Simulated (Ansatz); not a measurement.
Coupled-cluster diagnostics for the cluster Pb₂S⁺, Ansatz.

Geometry of the doublet (PBE-D4/def2-TZVP):

```
atom   x (Å)   y (Å)   z (Å)
 Pb1  -0.893  -2.284   0.223
 Pb2   0.894   2.283  -0.223
  S3  -0.002   0.001   0.000
```

In the def2 sets Pb takes a core potential; there is no spin–orbit coupling. Correlated methods freeze 13 core orbitals; core or outer-core shells of Pb are correlated, in sets that lack core-valence functions. Another isomer (doublet) lies 0.51 eV lower at PBE0-D4/def2-TZVP; other spin states weren't run for this one.

Task: Estimate the CCSD(T) correlation energy, the shares of MP2 and (T), T1 and the reference's ⟨S²⟩ for: charge 1, doublet, own geometry in def2-TZVPP; and the rough time on 4 threads of Arm Neoverse V1 on a shared host.

Result: 
```
                          state       basis  correlation (eV)  MP2 share (%)  (T) share (%)     T1  ⟨S²⟩ (pure)  wall time            remarks
charge 1, doublet, own geometry  def2-TZVPP           -24.563          101.4            3.4  0.028  0.97 (0.75)       38 s  spin-contaminated
```
Customary marks for T1 are 0.02 (closed shells), 0.045 (open shells) and about 0.05 (3d metals). T1 exceeds 0.02 in 1 of 1 rows and 0.045 in 0; the higher it lies, the less the single-reference result can be trusted.
